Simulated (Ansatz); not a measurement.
Input for Ansatz (a quantum-chemistry and plane-wave program): R-r2SCANh/def2-TZVPP on H2I2Zr (SMILES [I][ZrH2][I]), 2S+1 = 1, a spin state set in the input, which need not be the lowest. Elements past Kr take the def2 small-core potentials; no spin–orbit coupling.

Ansatz 0.2 input:
```yaml
crystal:
  periodic: [false, false, false]
  atoms:
    - {symbol: Zr, position_ang: [-0.11417431, -0.05292374, 0.06381207]}
    - {symbol: I, position_ang: [-0.55011143, 0.96153228, -2.39843365]}
    - {symbol: I, position_ang: [2.40761332, 0.11987766, 1.00862802]}
    - {symbol: H, position_ang: [-1.21525847, 0.82744099, 1.23713030]}
    - {symbol: H, position_ang: [-0.58174026, -1.82618064, 0.03164904]}
basis:
  gaussian:
    orbitals: def2-TZVPP
hamiltonian:
  xc: {name: r2SCANh}
```

Output:

```
WARN ansatz: RAYON_NUM_THREADS=4 ignored (pool sized by the plan → 4); use --threads N
Functional definition: r2SCANh
integrals: 0.11 GiB planned
1164 factors; their error is unknown
mean field: 0.98 GiB planned
mean field evaluation 1: about -17522.7924 eV, gradient 1.6e1 eV
mean field evaluation 2: about -17522.7174 eV, gradient 2.0e1 eV
mean field evaluation 4: about -17523.6729 eV, gradient 2.8e0 eV
mean field evaluation 8: about -17523.6943 eV, gradient 5.8e-2 eV
mean field evaluation 16: about -17523.9099 eV, gradient 3.9e-5 eV
mean field -17523.90993641 eV, -643.9918120303 hartree, gradient 3.9e-5 eV, S^2 0.000000; 0 other end points of the search recorded, 0 dependent functions left out
reference -17523.90994902 eV, -643.9918124936 hartree; 32, 32 occupied and 152, 152 virtual orbitals, 1164 factors
Total energy: -17523.90994902 eV, -643.9918124936 hartree
```

The calculation finished and met its thresholds.

Cost: about 16 core-seconds (a rough figure).
